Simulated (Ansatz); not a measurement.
Breaking a bond: NaN, lowest singlet found (which spin is the ground state isn't settled by this scan).

Computed with: RMP2 = Ansatz (a first-principles code) with MP2 on RHF/aug-cc-pVDZ, frozen core; UHF/aug-cc-pVDZ (Ansatz); UCCSD = CCSD on UHF/aug-cc-pVDZ, frozen core run with Ansatz; UCCSD(T) = Ansatz with CCSD(T) on UHF/aug-cc-pVDZ, frozen core; RKS-B3LYP = restricted B3LYP/aug-cc-pVDZ run with Ansatz; UKS-B3LYP = unrestricted B3LYP/aug-cc-pVDZ (Ansatz); RKS-BLYP = restricted BLYP/aug-cc-pVDZ (Ansatz); UKS-BLYP = unrestricted BLYP/aug-cc-pVDZ (Ansatz); RKS-PBE = restricted PBE/aug-cc-pVDZ (Ansatz); UKS-PBE = unrestricted PBE/aug-cc-pVDZ in Ansatz; FCI = full CI/aug-cc-pVDZ, frozen core (Ansatz).

All curves are set to zero at 2.26 Å and compared with full CI in the same basis at 2.26, 2.31, 2.40, 2.48, 2.58, 2.68, 2.82, 3.00, 3.18, 3.43, 3.82, 4.22, 4.63, 5.24, 5.88, 6.86 Å.

### Question
Order the methods by the spread of their error (largest minus smallest) over these points.

### Answer
UKS-PBE has the smallest spread and UHF the largest. In order (mEh): UKS-PBE 7.53, UKS-B3LYP 7.89, UKS-BLYP 8.11, RKS-BLYP 17.75, RKS-PBE 20.47, UCCSD 27.88, RKS-B3LYP 33.77, RMP2 35.29, UCCSD(T) 38.17, UHF 60.82.

Errors against full CI at some of the points (mEh):

```
method     2.82 Å  3.43 Å  4.63 Å  5.88 Å  6.86 Å
---------  ------  ------  ------  ------  ------
UKS-PBE      -0.8    -4.1    -6.7    -3.4    -1.9
UKS-B3LYP     1.8    -1.6    -6.1    -3.6    -2.4
UKS-BLYP     -1.2    -4.6    -7.6    -4.4    -2.9
RKS-BLYP      0.3    -0.8     4.7    13.3    16.9
RKS-PBE       0.7     0.3     7.0    16.5    20.5
UCCSD        -3.1   -10.5   -25.4   -27.7   -27.9
RKS-B3LYP     3.3     5.4    16.0    28.3    33.8
RMP2          1.8     5.5    21.7    35.3    34.9
UCCSD(T)     -8.3   -20.1   -35.5   -38.0   -38.2
UHF         -10.7   -34.0   -55.7   -58.5   -58.7
```

The scan ran from 1.70 to 8.08 Å; beyond the distances shown full CI changes its symmetry label. The restricted form behind RMP2, RKS-B3LYP, RKS-BLYP, RKS-PBE keeps the bonding electrons paired and can't separate into open-shell fragments. The T1 diagnostic of CCSD on the restricted reference of RMP2 exceeds 0.045 at 3.18 to 6.86 Å. The unrestricted solution behind UHF, UCCSD, UCCSD(T) changes between 2.40 and 2.48 Å, which can leave a kink. The unrestricted determinant behind UHF, UCCSD, UCCSD(T) is spin-contaminated at 2.16 to 6.86 Å (<S²> up to 2.0, against 0.00 for a pure singlet). The unrestricted determinant behind UKS-B3LYP is spin-contaminated at 2.16 to 6.86 Å (<S²> up to 1.9, against 0.00 for a pure singlet). The unrestricted determinant behind UKS-BLYP, UKS-PBE is spin-contaminated at 2.16 to 6.86 Å (<S²> up to 1.8, against 0.00 for a pure singlet).
